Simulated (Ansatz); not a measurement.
Ideal-gas functions of `[Cl][InH][SeH]` at 400 K and 1 bar, from an Ansatz frequency run at PBE0-D4/def2-TZVP.

Molar mass 231.25 g/mol, point group Cs (symmetry number 1), electronic degeneracy 1, moments of inertia 99.11, 446.246, 545.356 u Å². Harmonic wavenumbers (cm⁻¹, unscaled): 76, 236, 249, 356, 381, 466, 612, 1877, 2438.

Use S(trans) = R[1.5 ln M + 2.5 ln T − 1.1517]; rotational temperatures θ = 24.2544 K / I; S(rot) = R[ln(√π/σ · √(T³/θAθBθC)) + 1.5]; for each mode x = 1.438777 ν̃/T, S = R[x/(eˣ − 1) − ln(1 − e⁻ˣ)] and H = RT x/(eˣ − 1); 1 cm⁻¹ = 0.0119627 kJ/mol; R = 8.31446 J/(mol·K).

By hand: the entropy, in J/(mol·K).

Translation 182.9. Rotation: θ = 0.2447, 0.0544, 0.0445 K, giving 122.8. Vibration, mode by mode: 19.12, 9.92, 9.50, 6.80, 6.32, 4.93, 3.25, 0.08, 0.01, in all 59.9. Electronic 0.0. Sum 365.6 J/(mol·K).

By hand: H − E and G − E in kJ/mol, counted from the electronic energy.

Zero-point energy ½ × 6691 × 0.0119627 = 40.0; thermal vibration 12.5; translation, rotation and pV give 4 RT = 13.3. H − E = 65.8 kJ/mol, and G − E = 65.8 − 400 × 365.6/1000 = -80.4 kJ/mol.

Vibration gives 16 % of the entropy, 19.1 J/(mol·K) of it from the mode under 150 cm⁻¹: soft modes count most, and the harmonic formula is weakest for them. The sum counts one conformer and one mirror image; others add a mixing term.
